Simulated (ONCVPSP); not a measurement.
Configuration tests for calcium (ONCV)

- Element: calcium
- Generator: ONCVPSP 4.0.1
- Type: optimised norm-conserving Vanderbilt (ONCV)
- Functional: PBE
- Relativity: scalar-relativistic
- Frozen core: [Ar]
- Valence charge: 2
- Reference configuration: 3d1 4s1
- Partial waves: 4s: rc 3.25 bohr, ncon 4, nbas 7, qcut 1.6 1/bohr, 2 projectors, debl 2.1 Ha; p scattering state at 0.17 Ha: rc 3.15 bohr, ncon 4, nbas 8, qcut 2.4 1/bohr, 2 projectors, debl 1.4 Ha; 3d: rc 2.95 bohr, ncon 5, nbas 10, qcut 5.8 1/bohr, 2 projectors, debl 2.9 Ha
- Local potential: polynomial inside 2.40 bohr (lpopt 5, dvloc0 3 Ha)
- Core correction: Teter function, fcfact 3, rcfact 1.4

Energies are relative to the spin-unpolarised reference configuration 3d1 4s1; without spin polarisation the order of configurations can differ from experiment.

```json
{"valence configuration": "3d0 4s2", "charge": "0", "ΔE all-electron (eV)": "-2.280", "error AE − PS (meV)": "+158"}
{"valence configuration": "3d0 4s1", "charge": "+1", "ΔE all-electron (eV)": "4.029", "error AE − PS (meV)": "+164"}
{"valence configuration": "3d0 4s1.5", "charge": "+0.5", "ΔE all-electron (eV)": "0.224", "error AE − PS (meV)": "+164"}
```

(1) What are ΔE and the potential's error for 3d0.5 4s1.5?

Levels in the configuration 3d0 4s1.5:

```json
{"level": "4s", "all-electron (eV)": "-6.282", "pseudo (eV)": "-6.274"}
```

Results:

(1) ΔE = -1.227 eV all-electron; the error (AE − PS) is +26 meV.
